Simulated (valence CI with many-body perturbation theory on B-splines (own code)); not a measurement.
# Ar⁴⁺: key properties

Calculated by configuration interaction combined with many-body perturbation theory (CI+MBPT): four valence electrons over a frozen Dirac-Fock core [Ne], radial functions for each j: 11 s, 11 p, 9 d, 7 f, 5 g, 2 h, 1 i, with the one-electron correlation potential Σ1 (screened to all orders), the two-electron term Σ2, the three-electron term Σ3, Breit, model QED; selected single and double excitations, second order for the rest, scaled by the run's own slope (own B-spline code, finite nucleus).

Against 28 measured levels this calculation errs by 66 cm⁻¹ on average and by 230 at most. These come from a selection out of Saloman, J. Phys. Chem. Ref. Data 39, 033101 (2010). Levels without a partner in it may be off by more. Among the levels kept, up to 330 cm⁻¹ of a level comes from second order outside the variational space, and about a tenth of that is noise between levels of different J, which matters for small intervals. 3 measured levels below the end of the list, from 252141 cm⁻¹ on, found no clear computed partner, and computed levels of the same name lie up to 13011 cm⁻¹ from them.

Rates and lifetimes use the calculated energies. Strong lines usually hold to 10 to 20 %, long lifetimes can be off by a factor of two.

Problem. What is the ground level?

Solution. 3s²3p² ³P_0, composition 95 % 3s²3p² ³P.

Problem. What is the ionisation energy?

Solution. 74.738 eV; NIST lists 74.84 ± 0.17 eV (semi-empirical).

Problem. Among levels below 43.078 eV, which E1 lines absorb most strongly from the ground level?

Solution. to 3s²3p3d ³D°_1 at 44.59 nm, f = 1.17; to 3s²3p3d ³P°_1 at 45.81 nm, f = 0.723; to 3s3p³ ³S°_1 at 52.15 nm, f = 0.280.

Problem. How is the term ³P of the ground level split?

Solution. J = 0 at 0.000, J = 1 at 0.095, J = 2 at 0.252 eV.

Problem. What are the static dipole polarisabilities of the lowest levels?

Solution. 3s²3p² ³P_0 2.77; 3s²3p² ³P_1 2.78 (tensor 0.062); 3s²3p² ³P_2 2.78 (tensor -0.12); 3s²3p² ¹D_2 2.79 (tensor 0.25) bohr³, of which the core gives 0.0371.

Problem. How well does LS coupling describe the low levels?

Solution. Among the lowest 20 levels the leading LS term, summed over configurations, holds 99 % on average. For single configurations the figures are 87 % in LS and 60 % in jj coupling. Terms mix most in the J = 1 level at 23.776 eV, where the leading one holds 92 %.

Problem. Name the longest-lived excited levels whose lifetime is computed, and their main decay.

Solution. 3s²3p² ³P_1 at 0.095 eV lives 125 s, mostly by M1 to 3s²3p² ³P_0; 3s²3p² ³P_2 at 0.252 eV lives 36.3 s, mostly by M1 to 3s²3p² ³P_1; 3s²3p² ¹D_2 at 2.030 eV lives 1.34 s, mostly by M1 to 3s²3p² ³P_2.
